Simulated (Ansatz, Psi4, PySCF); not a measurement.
Conformational energy of C2H5Cl3Si3, SMILES C([SiH2][SiH2][Si](Cl)(Cl)Cl)#C. Scanned: dihedral C2–Si3–Si4–Si5; all other coordinates were relaxed at B3LYP-D3(BJ)/def2-SVP. Points at φ and −φ are mirror images.

Atom numbering (GFN2-xTB optimised geometry, Å):
```
13

C      2.3833     1.4751    -0.4716
C      1.8273     0.4528    -0.7755
Si     0.9250    -1.1034    -1.2053
Si    -1.0224    -1.2064     0.0731
Si    -1.5032     0.7691     1.2012
Cl    -1.5355     2.3444    -0.0925
Cl    -0.0601     1.1937     2.5752
Cl    -3.2715     0.8113     2.1966
H      2.8776     2.3669    -0.2104
H      0.6749    -1.0582    -2.6529
H      1.8545    -2.2129    -0.9505
H     -2.1894    -1.5452    -0.7570
H     -0.9603    -2.2871     1.0697
```

Computed with: RHF/cc-pVTZ // B3LYP-D3(BJ)/def2-SVP (Ansatz, an electronic-structure program); B3LYP-D3(BJ)/def2-TZVP // B3LYP-D3(BJ)/def2-SVP (Psi4); RHF/3-21G = restricted Hartree-Fock/3-21G, density fitting // B3LYP-D3(BJ)/def2-SVP (PySCF); PBE-D3(BJ)/def2-TZVP // B3LYP-D3(BJ)/def2-SVP (Psi4); RMP2/3-21G = PySCF 2.14.0 with restricted MP2 (frozen core)/3-21G // B3LYP-D3(BJ)/def2-SVP; CCSD(T)/cc-pVDZ = CCSD(T) on RHF/cc-pVDZ, frozen core // B3LYP-D3(BJ)/def2-SVP in Ansatz.

Energies in kJ/mol, each method relative to its own lowest point.

```
φ / °  RHF/cc-pVTZ  B3LYP-D3(BJ)/def2-TZVP  RHF/3-21G  PBE-D3(BJ)/def2-TZVP  RMP2/3-21G  CCSD(T)/cc-pVDZ
-----  -----------  ----------------------  ---------  --------------------  ----------  ---------------
-165          0.00                    1.77       0.00                  0.54        0.79             0.91
-135          2.37                    3.82       3.15                  2.62        3.36             3.21
-105          2.23                    3.45       3.40                  2.43        3.48             2.83
-75           2.41                    1.10       1.89                  0.31        1.70             0.90
-45           4.35                    0.00       1.01                  0.00        0.00             0.00
-15           7.12                    2.14       3.55                  2.30        2.84             2.96
15            7.12                    2.14       3.55                  2.30        2.84             2.96
45            4.35                    0.00       1.01                  0.00        0.00             0.00
75            2.41                    1.10       1.89                  0.31        1.70             0.90
105           2.23                    3.45       3.40                  2.43        3.48             2.83
135           2.37                    3.82       3.15                  2.62        3.36             3.21
165           0.00                    1.77       0.00                  0.54        0.79             0.91
```

Root-mean-square difference from the CCSD(T)/cc-pVDZ profile, itself a level with limits, after the best constant shift (kJ/mol): RHF/cc-pVTZ 2.26, B3LYP-D3(BJ)/def2-TZVP 0.56, RHF/3-21G 0.67, PBE-D3(BJ)/def2-TZVP 0.22, RMP2/3-21G 0.37.
